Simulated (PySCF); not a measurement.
Coordinates in bohr (charge 1 multiplicity 1):
```
F     0.0000    0.0000    0.0000
Rb    0.0000    0.0000    4.6840
Rb    0.0000    0.0000   -4.6840
```

Computed with PySCF, PBE0, basis F def2-TZVP, Rb def2-TZVP with ECP28 (scalar-relativistic core potentials, no spin–orbit coupling, density fitting).

This geometry of Rb₂F⁺ is a stationary point at this level.

(1) What is the point group?

(2) Is it a minimum?

(3) What are the dipole moment and the gap between the highest occupied and lowest empty levels?

(4) Give the ideal-gas entropy at 298.15 K and 1 bar by parts.

Answers

(1) D∞h.

(2) Yes: all harmonic wavenumbers are real.

(3) 0.00 D about the centre of mass and 7.39 eV.

(4) translation 174.2, rotation 81.2, vibration 49.6, spin 0.0; total 305.0 J/(mol K).

This need not be the most stable arrangement of these atoms.
